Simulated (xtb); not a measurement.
C2H6AlCl, triplet, from a rough starting geometry (GFN-xTB shapes and energies of metal compounds can be far from the true ones) (a higher spin typed on purpose: for a closed-shell molecule this is an excited state); GFN2-xTB (xtb).

Input for xtb:
```
$ xtb mol.xyz --gfn 2 --uhf 2 --opt vtight --json

# file mol.xyz
10

Al    -0.36978638     0.40325828    -0.31446264
C      1.52231714    -0.02142573    -0.93309487
H      1.75147706    -1.05962634    -0.71518496
H      2.24312121     0.62498084    -0.46251046
H      1.63313047     0.05823942    -2.04189554
C     -1.15519380    -0.27659965     1.22730703
H     -1.75525052    -1.21128459     1.12590115
H     -1.91454632     0.38933826     1.76260914
H     -0.48565539    -0.54713742     2.08704363
Cl    -1.49898398     1.65822578    -1.54912369
```

Output, abridged:

```
   ID    Z sym.   atoms
    1   13 Al     1
    2    6 C      2, 6
    3    1 H      3-5, 7-9
    4   17 Cl     10

           -------------------------------------------------
          |                Calculation Setup                |
           -------------------------------------------------

           -------------------------------------------------
          |                 G F N 2 - x T B                 |
           -------------------------------------------------

          ...................................................
          :                      SETUP                      :
          :.................................................:
          :  # basis functions                  34          :
          :  # atomic orbitals                  32          :
          :  # shells                           16          :
          :  # electrons                        24          :
          :  max. iterations                   250          :
          :  Hamiltonian                  GFN2-xTB          :
          :  restarted?                      false          :
          :  GBSA solvation                  false          :
          :  PC potential                    false          :
          :  electronic temp.          300.0000000     K    :
          :  accuracy                    1.0000000          :
          :  -> integral cutoff          0.2500000E+02      :
          :  -> integral neglect         0.1000000E-07      :
          :  -> SCF convergence          0.1000000E-05 Eh   :
          :  -> wf. convergence          0.1000000E-03 e    :
          :  Broyden damping             0.4000000          :
          :  net charge                          0          :
          :  unpaired electrons                  2          :
          ...................................................

 iter      E             dE          RMSdq      gap      omega  full diag
   1    -12.8809394 -0.128809E+02  0.771E+00    0.32       0.0  T
   2    -12.7677134  0.113226E+00  0.884E+00    1.49       1.0  T
   3    -12.8992723 -0.131559E+00  0.568E+00    1.08       1.0  T
   4    -12.9241731 -0.249008E-01  0.282E+00    1.36       1.0  T
   5    -12.9016010  0.225722E-01  0.244E+00    1.71       1.0  T
   6    -12.9408497 -0.392487E-01  0.107E+00    1.66       1.0  T
   7    -12.9258709  0.149788E-01  0.154E+00    1.65       1.0  T
   8    -12.9436864 -0.178155E-01  0.635E-01    1.60       1.0  T
[...]
 * total energy  :   -12.8718039 Eh     change       -0.1470796E-04 Eh
 * total energy  :   -12.8718191 Eh     change       -0.1515869E-04 Eh
 * total energy  :   -12.8718334 Eh     change       -0.1433077E-04 Eh
 * total energy  :   -12.8718507 Eh     change       -0.1727642E-04 Eh
 * total energy  :   -12.8718607 Eh     change       -0.9948154E-05 Eh
 * total energy  :   -12.8718669 Eh     change       -0.6244154E-05 Eh
 * total energy  :   -12.8718664 Eh     change        0.4557389E-06 Eh
 * total energy  :   -12.8718687 Eh     change       -0.2245077E-05 Eh
 * total energy  :   -12.8718689 Eh     change       -0.1814811E-06 Eh
 * total energy  :   -12.8718693 Eh     change       -0.3927862E-06 Eh
 * total energy  :   -12.8718694 Eh     change       -0.1254459E-06 Eh
 * total energy  :   -12.8718695 Eh     change       -0.8476852E-07 Eh
   *** GEOMETRY OPTIMIZATION CONVERGED AFTER 43 ITERATIONS ***
         :: total energy             -12.871869478077 Eh    ::
[...]
     5   1 H        0.925     0.057     2.240     2.340
     6   6 C        3.565    -0.155    24.466     7.205
     7   1 H        0.925     0.070     2.084     2.258
     8   1 H        0.925     0.057     2.240     2.341
     9   1 H        0.925     0.058     2.218     2.329
    10  17 Cl       0.768    -0.271   107.587    15.867

 Mol. C6AA /au·bohr⁶  :       1524.838656
 Mol. C8AA /au·bohr⁸  :      62016.996050
 Mol. α(0) /au        :         66.112914

Wiberg/Mayer (AO) data.
largest (>0.10) Wiberg bond orders for each atom

 ---------------------------------------------------------------------------
     #   Z sym  total        # sym  WBO       # sym  WBO       # sym  WBO
 ---------------------------------------------------------------------------
     1  13 Al   2.804 --    10 Cl   1.232     6 C    0.673     2 C    0.673
     2   6 C    3.751 --     4 H    0.960     3 H    0.949     5 H    0.948
                             1 Al   0.673     6 C    0.183
     3   1 H    0.995 --     2 C    0.949
     4   1 H    0.997 --     2 C    0.960
     5   1 H    0.997 --     2 C    0.948
     6   6 C    3.752 --     9 H    0.960     7 H    0.949     8 H    0.948
                             1 Al   0.673     2 C    0.183
     7   1 H    0.995 --     6 C    0.949
     8   1 H    0.997 --     6 C    0.948
     9   1 H    0.997 --     6 C    0.960
    10  17 Cl   1.295 --     1 Al   1.232
 ---------------------------------------------------------------------------

Topologies differ in total number of bonds
Writing topology from bond orders to xtbtopo.mol

molecular dipole:
                 x           y           z       tot (Debye)
 q only:        0.784      -0.331       0.876
   full:        0.717      -0.606       0.767       3.082
molecular quadrupole (traceless):
                xx          xy          yy          xz          yz          zz
 q only:       -0.605       2.708       2.043      -4.944       2.923      -1.438
  q+dip:        0.234       2.427       0.297      -4.395       2.348      -0.531
   full:        1.011       2.392      -0.855      -5.573       1.986      -0.156

optimized geometry written to: xtbopt.xyz

           -------------------------------------------------
          | TOTAL ENERGY              -12.871869478077 Eh   |
          | GRADIENT NORM               0.000126143457 Eh/α |
          | HOMO-LUMO GAP               3.260578883886 eV   |
           -------------------------------------------------
```
